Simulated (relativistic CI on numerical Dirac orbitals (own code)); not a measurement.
Cu²⁺: 3p photoemission

Computed with this model: Dirac-Coulomb-Breit CI, separate exchange-only KLI orbitals for each configuration, model QED, multiplet model of photoemission in the sudden approximation, unscaled Slater integrals; configurations [Ar] 3d9 → [Ne] 3s2 3p5 3d9; 300 K; Lorentzian 0.8 eV and Gaussian 0.6 eV FWHM. Energies are those of the free ion, without screening or charge transfer. The energies are binding energies and can lie tens of eV above those of solids. S is read from ⟨S²⟩ = S(S + 1).

Field parameters in Wybourne normalisation: Oh B⁴₀ = 21Dq, B⁴₄ = √(5/14) B⁴₀. The field is a parameter set, without covalency.

free ion: ground-state S = 0.50, centroid 112.62 eV. Peaks (eV, height): 106.9 (100), 107.8 (72), 113.8 (87), 115.0 (63), 122.9 (47).

Oh, 10Dq = 3250 cm⁻¹: ground-state S = 0.50, centroid 112.62 eV. Peaks (eV, height): 107.0 (100), 108.0 (87), 109.8 (28), 113.9 (87), 115.1 (58), 122.1 (32), 123.0 (43).

Oh, 10Dq = 8950 cm⁻¹: ground-state S = 0.50, centroid 112.63 eV. Peaks (eV, height): 107.4 (100), 108.2 (90), 110.2 (35), 114.2 (79), 122.1 (41), 123.5 (29).

Oh, 10Dq = 14700 cm⁻¹: ground-state S = 0.50, centroid 112.63 eV. Peaks (eV, height): 107.7 (100), 110.6 (34), 114.6 (70), 122.2 (42), 124.1 (20).

Oh, 10Dq = 20400 cm⁻¹: ground-state S = 0.50, centroid 112.63 eV. Peaks (eV, height): 108.0 (100), 110.9 (30), 115.0 (60), 122.3 (41), 124.6 (15).

Oh, 10Dq = 26150 cm⁻¹: ground-state S = 0.50, centroid 112.63 eV. Peaks (eV, height): 108.2 (100), 111.3 (25), 115.4 (52), 122.3 (40), 125.1 (12).

Strongest unbroadened transitions for Oh, 10Dq = 26150 cm⁻¹:

```csv
Energy (eV),Relative strength
107.66,29.1
107.84,84.1
108.07,51.9
108.35,81.5
108.78,72.4
109.21,24.0
109.66,56.9
110.12,41.2
110.15,31.8
111.40,34.3
114.85,24.2
114.98,23.7
115.29,24.7
115.48,42.3
115.81,28.6
116.80,21.9
122.29,100.0
125.13,25.4
```
